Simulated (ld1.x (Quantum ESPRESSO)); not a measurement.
## Before and after: TM potential for Au (Z = 79)

- Element: gold
- Generator: ld1.x (Quantum ESPRESSO) 7.5
- Type: norm-conserving Troullier–Martins (Kleinman–Bylander form)
- Functional: PBE
- Relativity: scalar-relativistic
- Frozen core: [Kr] 4d10 4f14
- Valence charge: 19
- Reference configuration: 5s2 5p6 5d9.5 6s0 6p0 (charge +1.5)
- Partial waves: 5p (bound): rc 1.60 bohr; 5d (bound): rc 1.15 bohr; 5s (bound): rc 1.10 bohr
- Local potential: the s channel
- Core correction: none

Change: wave 5s (bound): rc 1.10 bohr becomes 5s (bound): rc 0.86 bohr.

Cutoffs: the cutoffs (Ry, on a coarse ladder) from which the occupation-weighted sum of valence levels, in a spherical-Bessel basis at the reference potential, stays within 10 and 1 mRy of its value at 400 Ry; they do not see the model core or the augmentation charge, which bear on the density cutoff. Errors are all-electron minus pseudo energies relative to the spin-unpolarised reference configuration.

Q: How do hardness, ghosts and transferability respond?

A: The potential gets harder (140 Ry and 230 Ry → 200 Ry and 300 Ry); of the 7 tests that both files solve, the error grows in 0 and shrinks in 5 by more than 15 % and 0.3 meV (median size 265.6 → 90.5 meV); neither file shows a bound ghost. A smaller radius makes the pseudo-wave follow the all-electron one further in, where it bends more sharply, so more plane waves are needed. Less of the atom is replaced, so other configurations are described better.

```csv
quantity,base,changed
"cutoff, loose",140 Ry,200 Ry
"cutoff, tight",230 Ry,300 Ry
loose cutoff by channel (10 mRy a level),"p 40 Ry, d 35 Ry, s 110 Ry","p 40 Ry, d 35 Ry, s 140 Ry"
bound ghosts,none,none
"error for 5s2 5p6 5d10 6s1 6p0, meV [ΔE -18.51 eV]",+266,+148
"error for 5s2 5p6 5d10 6s0 6p0, meV [ΔE -9.10 eV]",+0.8,+0.8
"error for 5s2 5p6 5d9 6s0 6p0, meV [ΔE 12.11 eV]",-1.3,-1.3
"error for 5s2 5p6 5d9 6s1 6p1, meV [ΔE -11.01 eV]",+396,+245
"error for 5s2 5p6 5d10 6s0.5 6p0, meV [ΔE -14.74 eV]",+148,+83
"error for 5s1 5p6 5d10 6s1 6p0, meV [ΔE 96.72 eV]",+287,+115
"error for 5s2 5p5 5d10 6s1 6p0, meV [ΔE 47.59 eV]",+268,+91
s: phases at 1.75 bohr within 0.05 rad from the reference energy up to (Ry; the scan ends near 5),-1.2,-0.6
p: phases at 1.75 bohr within 0.05 rad from the reference energy up to (Ry; the scan ends near 5),1.1,1.2
d: phases at 1.75 bohr within 0.05 rad from the reference energy up to (Ry; the scan ends near 5),to the end of the scan,to the end of the scan
```
